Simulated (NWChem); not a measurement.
System: C4H8S; SMILES C1CCSC1

Input file for NWChem:

```
start job
memory heap 200 mb stack 900 mb global 1100 mb
geometry units angstroms noautoz
  C     -0.270651     0.712277    -1.269856
  C      0.270651    -0.712277    -1.269856
  C     -0.144905    -1.330861     0.059059
  S      0.000000     0.000000     1.312050
  C      0.144905     1.330861     0.059059
  H      0.102585     1.303120    -2.121637
  H     -1.371058     0.690049    -1.340920
  H     -0.102585    -1.303120    -2.121637
  H      1.371058    -0.690049    -1.340920
  H     -1.186623    -1.687246     0.026596
  H      0.495647    -2.174747     0.353613
  H      1.186623     1.687246     0.026596
  H     -0.495647     2.174747     0.353613
end
basis spherical
  * library def2-tzvp
end
dft
  xc b3lyp
  iterations 150
  semidirect filesize 400000000
  mulliken
end
task dft energy
```

The geometry was optimised at PBE0/def2-SVP.

Question: Give the results of this calculation. (B3LYP/def2-TZVP.) Quantities: basis functions; energy (Ha); highest occupied level (eV); orbital gap (eV); dipole (D).

Answer: 
- number of basis functions = 209
- energy (Ha) = -555.53
- highest occupied level (eV) = -5.89
- orbital gap (eV) = 6.56
- dipole (D) = 2.04
